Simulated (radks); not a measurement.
Problem. Er2+, 66 electrons, occupied as [Kr] 4d10 4f12 5s2 5p5.5 5d0.5 (fractional occupations, a model configuration). Method: scalar-relativistic Kohn-Sham, PBEsol, spin-polarised, spherical densities, point nucleus; open shells are filled with parallel spins first (spin-orbit coupling, left out, can overturn this in heavy ions); computed with a radial shooting solver on a logarithmic mesh with Libxc functionals. Some entries of the table are withheld. Estimate them.

orbital,occ.,eigenvalue (Ry),r(max) (bohr)
1s up,1,-4216.655,0.01286
1s down,1,-4216.652,0.01286
2s up,1,-709.3678,0.07325
2s down,1,-709.3634,0.07325
2p up,3,-627.5817,0.05957
2p down,3,-627.5772,0.05957
3s up,1,-159.8421,0.2072
3s down,1,-159.7778,0.2072
3p up,3,-134.9685,0.2039
3p down,3,-134.9041,0.2039
3d up,5,-103.8275,0.1664
3d down,5,-103.7771,0.1663
4s up,1,-32.49555,0.4739
4s down,1,-32.36220,0.4739
4p up,3,-24.31657,0.4955
4p down,3,-24.18502,0.4955
4d up,5,-13.36701,0.5119
4d down,5,-13.23639,0.5119
5s up,1,-5.03114,(1)
5s down,1,-4.92647,(2)
5p up,3,-3.13558,1.271
5p down,2.5,-3.04075,1.274
4f up,7,-1.45329,0.5092
4f down,5,-1.32728,0.5098
5d up,0.5,-1.07388,1.839
5d down,0,-1.00595,1.860

Solution. 
(1) 5s up r(max) (bohr): 1.111
(2) 5s down r(max) (bohr): 1.112
